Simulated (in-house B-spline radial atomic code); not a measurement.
The numbers below are computed, except where a source is named.
## Weak and strong correlation along the adiabatic connection

Two-electron singlets in several external potentials (atomic units), by full CI in B-splines with partial waves to l = 8 (correlation energies up to 0.6 % small). The repulsion is scaled by λ at fixed density; W(λ) is the mean repulsion less the Hartree energy, W(0) = E_x, and the area under W from 0 to 1 is E_xc.

Relative drop (W(λ) − E_x)/E_x:

```csv
system,λ = 0.12,λ = 0.25,λ = 0.4,λ = 0.6,λ = 0.8,λ = 1
"−V exp(−r²/w²), V = 13.6, w = 4.42",0.0146,0.0293,0.0449,0.0638,0.0808,0.0960
"ω²r²/2 − Z/r, ω = 2.01, Z = 0.5",0.0098,0.0198,0.0308,0.0445,0.0572,0.0689
"−Z exp(−kr)/r, Z = 1.48, k = 0.266",0.0187,0.0372,0.0565,0.0794,0.0994,0.1172
"ω²r²/2 − Z/r, ω = 0.0986, Z = 0.5",0.0351,0.0666,0.0966,0.1287,0.1543,0.1753
"ω²r²/2 − Z/r, ω = 0.148, Z = -1",0.0685,0.1222,0.1663,0.2065,0.2341,0.2539
"−V exp(−r²/w²), V = 1.9, w = 6.19",0.0299,0.0576,0.0848,0.1147,0.1390,0.1591
"−Z/r, Z = 7.25",0.0026,0.0053,0.0085,0.0126,0.0166,0.0206
```

Task: Order the systems by how far second-order (GL2) theory, half the initial slope (estimated from the first points of each curve), overshoots the correlation energy, least first.
A. ω²r²/2 − Z/r, ω = 0.0986, Z = 0.5
B. −V exp(−r²/w²), V = 13.6, w = 4.42
C. ω²r²/2 − Z/r, ω = 0.148, Z = -1
D. ω²r²/2 − Z/r, ω = 2.01, Z = 0.5
E. −Z exp(−kr)/r, Z = 1.48, k = 0.266
F. −Z/r, Z = 7.25
G. −V exp(−r²/w²), V = 1.9, w = 6.19

Result: F (GL2/E_c = 1.04), D (GL2/E_c = 1.14), B (GL2/E_c = 1.20), E (GL2/E_c = 1.25), G (GL2/E_c = 1.43), A (GL2/E_c = 1.53), C (GL2/E_c = 1.96).

Task: What else changes along this order?

Result: The ratio follows the bend of the curve. With it the leading natural occupation goes from 1.999 to 1.753 and −T_c/E_c from 0.97 to 0.50 between the first and the last.
